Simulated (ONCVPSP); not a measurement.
u(r) = r·R(r): atom against pseudo-atom (Be)

Columns: radius, all-electron u(r) and pseudo u(r) of the 1s shell (level -106.21 eV) of beryllium in the configuration 1s2 2s2; PBE, scalar-relativistic, ONCV scheme, ONCVPSP 4.0.1.

| r (bohr) | all-electron | pseudo |
| --- | --- | --- |
| 0.038 | 0.4789 | 0.2999 |
| 0.076 | 0.8235 | 0.5848 |
| 0.114 | 1.0641 | 0.8414 |
| 0.152 | 1.2231 | 1.0586 |
| 0.190 | 1.3205 | 1.2294 |
| 0.228 | 1.3710 | 1.3508 |
| 0.266 | 1.3854 | 1.4225 |
| 0.304 | 1.3738 | 1.4498 |
| 0.342 | 1.3425 | 1.4382 |
| 0.380 | 1.2973 | 1.3965 |
| 0.418 | 1.2426 | 1.3333 |
| 0.456 | 1.1816 | 1.2565 |
| 0.494 | 1.1169 | 1.1734 |
| 0.532 | 1.0504 | 1.0893 |
| 0.570 | 0.9838 | 1.0078 |
| 0.608 | 0.9180 | 0.9309 |
| 0.646 | 0.8540 | 0.8596 |
| 0.684 | 0.7923 | 0.7940 |
| 0.722 | 0.7333 | 0.7334 |
| 0.760 | 0.6772 | 0.6771 |
| 0.798 | 0.6242 | 0.6241 |
| 0.836 | 0.5744 | 0.5744 |
| 0.874 | 0.5277 | 0.5276 |
| 0.912 | 0.4841 | 0.4841 |
| 0.950 | 0.4435 | 0.4434 |
| 0.988 | 0.4058 | 0.4058 |

**Question.** How many radial nodes do the two functions have?

**Answer.** The all-electron 1s function has n − l − 1 = 0; the pseudo-wave has 0.

**Question.** At about which radius was the pseudo-wave matched?

**Answer.** 0.76 bohr, where the columns begin to agree (steps of 0.04 bohr).

**Question.** Is the pseudo-wave norm-conserving?

**Answer.** Yes: the ONCV scheme keeps the norm inside the radius equal to the all-electron one, which fixes the energy derivative of the logarithmic derivative at the level.
